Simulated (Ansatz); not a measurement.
Molecule: MnF, net charge 0, septet state. The spin state was set by rule; other spins were not relaxed. SMILES: [F][Mn]
Geometry from a B3LYP-D3(BJ)/def2-TZVP (Ansatz, a program for electronic structure) optimisation:
```
Mn
F 1 1.8392
```
Charge 0, spin multiplicity 7.

Quantity: vertical ionisation energy (to the sextet state of charge +1; each state is the SCF solution reached for its spin), in eV. Cores are frozen in the correlated levels unless marked. UHF or UKS for open shells. No spin-orbit coupling. Frozen are the shells of the preceding noble gas and the d and f shells that filled before the atom's block. No relativistic terms. CBS(X,Y): correlation extrapolated as X^-3; Hartree-Fock from the larger set.

| level | program | vertical ionisation energy (eV) | minus last row |
|---|---|---|---|
| PBE/def2-TZVPD | Ansatz | 8.02 | 0.05 |
| r2SCAN/def2-TZVPD | Ansatz | 8.19 | 0.22 |
| B3LYP/def2-TZVPD | Ansatz | 8.12 | 0.15 |
| PBE0/def2-TZVPD | Ansatz | 8.11 | 0.14 |
| BHLYP/def2-TZVPD | Ansatz | 7.99 | 0.02 |
| CAM-B3LYP/def2-TZVPD | Ansatz | 8.12 | 0.15 |
| wB97M-V/def2-TZVPD | Ansatz | 7.95 | -0.02 |
| wB97X-V/def2-TZVPD | Ansatz | 7.88 | -0.09 |
| CCSD/def2-TZVPPD | Ansatz | 7.95 | -0.02 |
| CCSD/def2-QZVPPD | Ansatz | 7.96 | -0.01 |
| CCSD/CBS(def2-TZVPPD,def2-QZVPPD) | Ansatz | 7.98 | 0.01 |
| CCSD(T)/def2-SVPD | Ansatz | 7.77 | -0.20 |
| CCSD(T)/def2-TZVPPD | Ansatz | 7.93 | -0.04 |
| CCSD(T)/def2-QZVPPD | Ansatz | 7.95 | -0.02 |
| CCSD(T)/CBS(def2-TZVPPD,def2-QZVPPD) | Ansatz | 7.97 | 0.00 |
